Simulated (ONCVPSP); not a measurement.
**Which change was made? (La, ONCV)**

```
Element                 : La (Z = 57)
Generator               : ONCVPSP 4.0.1
Type                    : optimised norm-conserving Vanderbilt (ONCV)
Functional              : LDA (Perdew-Zunger)
Relativity              : scalar-relativistic
Frozen core             : [Kr] 4d10
Valence charge          : 11
Reference configuration : 5s2 5p6 5d1 6s2
Partial waves           : 5s+6s: rc 2.15 bohr, ncon 4, nbas 8, qcut 5.2 1/bohr, 2 projectors; 5p: rc 1.70 bohr, ncon 3, nbas 6, qcut 5.1 1/bohr, 2 projectors, debl 3.6 Ha; 5d: rc 3.55 bohr, ncon 3, nbas 8, qcut 5.3 1/bohr, 2 projectors, debl 3.7 Ha; f scattering state at 0.03 Ha: rc 3.30 bohr, ncon 5, nbas 10, qcut 3.5 1/bohr, 1 projector
Local potential         : polynomial inside 1.35 bohr (lpopt 5, dvloc0 0 Ha)
Core correction         : Teter function, fcfact 2.5, rcfact 1.1
```

In the f channel the program set the typed energies aside and used -0.168 Ha.

Cutoffs, loose and tight: the cutoffs (Ha) at which the residual kinetic energy of the hardest occupied pseudo-wave falls to 1 and 0.1 mHa per electron. They do not see the model core or the augmentation charge, which bear on the density cutoff. Test errors are all-electron minus pseudo excitation energies from the reference, over the configurations 5s2 5p6 5d1 6s1; 5s2 5p6 5d1 6s0; 5s2 5p6 5d0 6s0; 5s2 5p6 5d2 6s0; variants that change the core or the reference have their own tests.

The base gives: outcome: generated, projector energies reset by the program; cutoff, loose: 13 Ha; cutoff, tight: 35 Ha; bound ghosts: s; GHOST(+) flags above zero: p; largest test error (meV): -3.9.

(1) After one change the result is: outcome: generated, projector energies reset by the program; cutoff, loose: 10 Ha; cutoff, tight: 12 Ha; bound ghosts: s; GHOST(+) flags above zero: p; largest test error (meV): +4.8. Which change was it?
A. p: rc 2.28
B. core correction Teter function, fcfact 2.5, rcfact 1.94
C. p: rc 1.34; local potential polynomial inside 1.34 bohr (lpopt 5, dvloc0 0 Ha)

Results:

(1) A. The others give: p: rc 1.34; local potential polynomial inside 1.34 bohr (lpopt 5, dvloc0 0 Ha) → outcome: generated, projector energies reset by the program; cutoff, loose: 42 Ha; cutoff, tight: 95 Ha; bound ghosts: s; GHOST(+) flags above zero: p; largest test error (meV): -6.7 | core correction Teter function, fcfact 2.5, rcfact 1.94 → outcome: generated, projector energies reset by the program; cutoff, loose: 13 Ha; cutoff, tight: 35 Ha; bound ghosts: s; GHOST(+) flags above zero: p; largest test error (meV): -64.
